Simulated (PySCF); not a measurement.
# Fluorine: a sound run and one with changed settings

Sound run: F+ [He] 2s2 2p4, F(2+) [He] 2s2 2p3. All numbers are calculated (PySCF 2.14, scalar relativity by spin-free X2C-1e, in x2c-TZVPall (5s3p2d1f, 31 functions)). The sound run starts from symmetry-adapted Hartree-Fock orbitals and uses a fine grid where one is needed.

A second run was set up differently.

```json
{"species": "F+", "method": "UHF", "sound run (hartree)": "-98.92406", "changed run (hartree)": "-98.92406", "converged": "yes"}
{"species": "F+", "method": "LDA", "sound run (hartree)": "-98.53552", "changed run (hartree)": "-98.22442", "converged": "yes"}
{"species": "F+", "method": "PBE0", "sound run (hartree)": "-99.12479", "changed run (hartree)": "-98.86546", "converged": "yes"}
{"species": "F(2+)", "method": "UHF", "sound run (hartree)": "-97.69681", "changed run (hartree)": "-97.69681", "converged": "yes"}
{"species": "F(2+)", "method": "LDA", "sound run (hartree)": "-97.24030", "changed run (hartree)": "-96.94677", "converged": "yes"}
{"species": "F(2+)", "method": "PBE0", "sound run (hartree)": "-97.82962", "changed run (hartree)": "-97.58042", "converged": "yes"}
```

Ionisation energy of F+:

| method | sound run (eV) | changed run (eV) |
| --- | --- | --- |
| UHF | 33.395 | 33.395 |
| LDA | 35.245 | 34.766 |
| PBE0 | 35.243 | 34.968 |

(1) What was changed?
A. radial grid too coarse
B. minimal basis
C. all electrons correlated in a valence basis
D. a valence shell is frozen

Answers

(1) A. It used radial step 1.2 in ln r (0.13 in the sound run). A coarse radial grid mis-integrates the density and the exchange-correlation energy, with errors of either sign; Hartree-Fock needs no grid.
